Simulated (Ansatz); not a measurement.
Program: Ansatz. Geometries: PBE0-D4/def2-TZVP. ΔE: electronic, gas phase. CCSD(T)/CBS adds triple-zeta CCSD(T) − MP2 to the extrapolated MP2 energy (def2 sets, frozen cores). DFT in def2-TZVPP. B3LYP here is the variant with VWN-RPA as its local correlation; programs differ in this. Each species was taken in one conformer, which may not be the lowest.

Reaction (redistribution): `O[SiH2][SiH](S)Cl` + `BCCl` → `O[SiH2][SiH](Cl)Cl` + `BCS`

```csv
level,ΔE (eV)
PBE-D4,-0.39
B3LYP-D4,-0.43
B3LYP,-0.45
HF/def2-TZVPP,-0.51
SCS-MP2/def2-TZVPP,-0.47
CCSD/def2-TZVPP,-0.47
MP2/def2-QZVPP,-0.48
SCS-MP2/def2-QZVPP,-0.48
```

What does CCSD(T)/CBS give? (An estimate is asked.)

Ansatz gave: -0.46 eV. The listed levels differ from it by 0.07, 0.03, 0.01, -0.05, -0.01, -0.01, -0.02, -0.02 eV.

Largest T1 diagnostic among the species: 0.012.

In def2-TZVPP, CCSD(T) changes the Hartree–Fock value by +0.06 eV (the triples alone add +0.02 eV) and MP2 by +0.04 eV.
